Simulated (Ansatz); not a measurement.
Reaction (redistribution): `O[SiH](O)O[SiH](F)F` + `NB(O)Cl` → `O[SiH](O)O[SiH](O)F` + `NB(F)Cl`

Gas-phase electronic energies from Ansatz, PBE0-D4/def2-TZVP geometries. CCSD(T)/CBS is the MP2 limit (def2-TZVPP, def2-QZVPP) plus CCSD(T) − MP2 in def2-TZVPP, frozen cores. This one scheme is used for every species. DFT in def2-TZVPP. B3LYP here is the variant with VWN-RPA as its local correlation; programs differ in this. One conformer a species, not always the lowest.

(1) Is it downhill or uphill in electronic energy at CCSD(T)/CBS, and by how much? (Estimate.)

(2) What do these levels give: PBE-D4, r2SCAN-D4, PBE0-D4, B3LYP-D4, ωB97M-V, B2PLYP, PBE0, MP2/def2-TZVPP, SCS-MP2/def2-TZVPP, CCSD/def2-TZVPP, HF/def2-QZVPP, HF/CBS(def2)? (Best estimate.)

Largest T1 diagnostic among the species: 0.012.

Answers

(1) Computed: Uphill: ΔE = +27.8 kJ/mol.

(2) The calculation gave: PBE-D4 24.0, r2SCAN-D4 24.8, PBE0-D4 24.8, B3LYP-D4 25.0, ωB97M-V 24.3, B2PLYP 25.8, PBE0 25.0, MP2/def2-TZVPP 27.3, SCS-MP2/def2-TZVPP 27.4, CCSD/def2-TZVPP 26.1, HF/def2-QZVPP 29.1, HF/CBS(def2) 29.4 kJ/mol.
